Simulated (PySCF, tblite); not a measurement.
Isomers of C6H9ClSi. Method: GFN2-xTB as coded in tblite; computed harmonic values from a numerical Hessian at the method's own geometry, unscaled. Against measured fundamentals such values can be off by several per cent, at times by over 20. Modes of hydrogen on silicon can be 10 to 20 % off. One conformer each.

Electronic energies: PBE0/pcSseg-1 single points on the GFN2-xTB geometries (PySCF, gas phase).

```tsv
SMILES	electronic energy, lowest = 0 (kcal/mol)
C=C=C1CCC[Si@@H]1Cl	0.0
CC#C[Si@@H](Cl)C1CC1	16.6
C=C1C[C@@H]1[C@]1(Cl)C[SiH2]1	74.6
```

Problem. How do GFN2-xTB zero-point energies change the relative energies?

Solution. 
```json
{"SMILES": "C=C=C1CCC[Si@@H]1Cl", "ZPE (kcal/mol)": "81.0", "of it from modes above 1550 cm⁻¹": "40.5", "electronic (kcal/mol)": "0.0", "with ZPE, lowest = 0 (kcal/mol)": "0.0", "lowest mode (cm⁻¹)": "46", "rings": "1"}
{"SMILES": "CC#C[Si@@H](Cl)C1CC1", "ZPE (kcal/mol)": "79.9", "of it from modes above 1550 cm⁻¹": "41.4", "electronic (kcal/mol)": "16.6", "with ZPE, lowest = 0 (kcal/mol)": "15.5", "lowest mode (cm⁻¹)": "14", "rings": "1"}
{"SMILES": "C=C1C[C@@H]1[C@]1(Cl)C[SiH2]1", "ZPE (kcal/mol)": "78.1", "of it from modes above 1550 cm⁻¹": "40.2", "electronic (kcal/mol)": "74.6", "with ZPE, lowest = 0 (kcal/mol)": "71.7", "lowest mode (cm⁻¹)": "49", "rings": "2"}
```

The zero-point energies span 2.9 kcal/mol, from `C=C1C[C@@H]1[C@]1(Cl)C[SiH2]1` to `C=C=C1CCC[Si@@H]1Cl`. The order is unchanged.

Problem. And how do the electronic energies of GFN2-xTB itself compare?

Solution. `C=C=C1CCC[Si@@H]1Cl` 0.0; `CC#C[Si@@H](Cl)C1CC1` 14.4; `C=C1C[C@@H]1[C@]1(Cl)C[SiH2]1` 56.6 kcal/mol, lowest = 0. Against the energies above, taken from the same isomer `C=C=C1CCC[Si@@H]1Cl`, the largest difference is 18.0 kcal/mol.
